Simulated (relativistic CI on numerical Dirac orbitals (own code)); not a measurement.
Electric-dipole transitions in Mg3+

Calculated at this level of theory: Dirac-Coulomb-Breit CI, orbitals from a KLI potential per configuration, QED by a radiative potential, valence Slater integrals scaled by 0.85, P86 correlation estimate, and configurations built on the next ion tied to the tabulated ionisation energy (semi-empirical) (own radial code, finite nucleus).

Configuration list (outside the closed core 1s2): 2s2 2p5, 2s2 2p4 3s, 2s2 2p4 3p, 2s2 2p4 3d, 2s2 2p4 4s, 2s 2p6, 2s2 2p4 4p, 2s2 2p4 4d, 2s2 2p4 4f, 2p6 3s, 2s 2p5 3s, 2s2 2p3 3s2, 2p6 3p, 2s 2p5 3p, 2s2 2p3 3s 3p, 2p6 3d, 2s2 2p3 3p2, 2s2 2p3 3s 3d, 2s 2p5 3d, 2s2 2p3 3p 3d, 2s 2p5 4s, 2s 2p5 4p. Levels of other configurations are missing.

```tsv
λ vac (Å)	Lower	Upper	A (s⁻¹)	E lower (cm⁻¹)	E upper (cm⁻¹)
129.47	2s2 2p5 2P°_3/2 [1]	2s2 2p4 4d 2D_5/2 [106]	6.24e+10	0	772392
140.52	2s2 2p5 2P°_3/2 [1]	2s2 2p4 3d 2D_5/2 [55]	3.24e+10	0	711634
140.87	2s2 2p5 2P°_3/2 [1]	2s2 2p4 3d 2P_3/2 [52]	5.64e+10	0	709899
146.52	2s2 2p5 2P°_3/2 [1]	2s2 2p4 3d 2D_5/2 [48]	6.61e+10	0	682490
1365.2	2s2 2p4 3p 4P°_5/2 [11]	2s2 2p4 3d 4D_7/2 [31]	1.07e+09	599438	672686
1393.7	2s2 2p4 3p 4D°_7/2 [14]	2s2 2p4 3d 4F_9/2 [37]	1.47e+09	605002	676753
1394.3	2s2 2p4 3p 4D°_3/2 [16]	2s2 2p4 3d 4F_5/2 [39]	1.12e+09	606522	678241
1395.6	2s2 2p4 3p 4D°_5/2 [15]	2s2 2p4 3d 4F_7/2 [38]	1.28e+09	605855	677507
1408.8	2s2 2p4 3p 2F°_5/2 [25]	2s2 2p4 3d 2G_7/2 [51]	1.36e+09	636561	707545
1413.4	2s2 2p4 3p 2F°_7/2 [26]	2s2 2p4 3d 2G_9/2 [50]	1.40e+09	636787	707540
1431.5	2s2 2p4 3p 2D°_5/2 [18]	2s2 2p4 3d 2F_7/2 [42]	1.32e+09	609180	679036
1435.0	2s2 2p4 3p 2P°_3/2 [35]	2s2 2p4 3d 2D_5/2 [69]	1.36e+09	673707	743392
1437.4	2s2 2p4 3p 2D°_5/2 [28]	2s2 2p4 3d 2F_7/2 [57]	9.32e+08	642537	712108
1617.3	2s2 2p4 3s 2D_5/2 [9]	2s2 2p4 3p 2D°_5/2 [28]	6.06e+08	580704	642537
1675.9	2s2 2p4 3s 4P_5/2 [4]	2s2 2p4 3p 4D°_7/2 [14]	5.94e+08	545334	605002
1691.6	2s2 2p4 3s 4P_3/2 [5]	2s2 2p4 3p 4D°_5/2 [15]	4.52e+08	546738	605855
1783.1	2s2 2p4 3s 2D_5/2 [9]	2s2 2p4 3p 2F°_7/2 [26]	5.03e+08	580704	636787
1790.8	2s2 2p4 3s 2D_3/2 [10]	2s2 2p4 3p 2F°_5/2 [25]	4.55e+08	580720	636561
1830.2	2s2 2p4 3s 2P_3/2 [7]	2s2 2p4 3p 2D°_5/2 [18]	4.62e+08	554540	609180
1848.3	2s2 2p4 3s 4P_5/2 [4]	2s2 2p4 3p 4P°_5/2 [11]	3.46e+08	545334	599438
```

Terms are leading LS components. Brackets give the number of a level in order of energy, since labels repeat. The list gives strong lines, with weight on those to low levels, without configurations that were not tied to measured data, without lines whose two gauges differ by over a factor of 2.5, among the lowest 152 of 619 levels, so that lines to higher ones, which can be the strongest, are missing, and without lines across small gaps between configurations, and without 129 lines that miss the measured interval by over 3.5 %, start from a term whose rates miss tabulated ones by over 60 %, have gauges far apart or, lacking measured levels, span too small a gap for the errors found; lines with a level outside our table were not tested and can miss by more. Levels whose partners in the same complex of configurations lie outside the list can be far off, and so can their lines. Rates are taken at the computed energies, electric ones in the length gauge.

Configurations that consist of the next ion and one excited electron were tied to the tabulated ionisation energy; Rydberg ones are usually within 1,000 to 3,000 cm⁻¹ and the lowest ones within about 6,000 (9,000 in d shells), while levels on excited terms of the next ion carry the error of that term, and the other configurations can be misplaced by 10,000 cm⁻¹ or more. Rates follow the energies as ν³ (E1, M1) or ν⁵ (E2), so rates, branching and lifetimes can be off by large factors. The fine structure of a lone outer electron comes out too small, for d and f at times inverted, and misplaced configurations move strength between like terms. 67 of the 69 excited levels that our extract of the measured tables holds in this range could be paired (the sources list more); they are missed by 2425 cm⁻¹ on average and 18294 at most, and levels without a partner can miss by more.
